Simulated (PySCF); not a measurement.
## Correlation energy of Sc¹⁶⁺ (scandium, charge +16)

Starting occupation: [He] 2s2 2p1, 2p1/2 with m_j = +1/2. Computed with PySCF 2.14 in an even-tempered Gaussian basis (17 s from 3.4 bohr⁻², ratio 2.4; 11 p from 4.4 bohr⁻², ratio 2.4; 5 d from 16 bohr⁻², ratio 2.6; 5 f from 23 bohr⁻², ratio 2.6), with X2C-1e with screened-nucleus spin-orbit coupling, Gaussian nucleus. Frozen: nothing; 5 electrons correlated; the 34 highest virtual spinors left out.

MP2 pair energies summed by pair of shells (mhartree):

| pair | energy | share (%) |
| --- | --- | --- |
| 2s1/2-2s1/2 | -86.30 | 47.2 |
| 1s1/2-1s1/2 | -41.38 | 22.6 |
| 2p1/2-2s1/2 | -33.25 | 18.2 |
| 1s1/2-2s1/2 | -13.33 | 7.3 |
| 1s1/2-2p1/2 | -8.72 | 4.8 |

Total MP2 correlation energy: -182.98 mhartree.
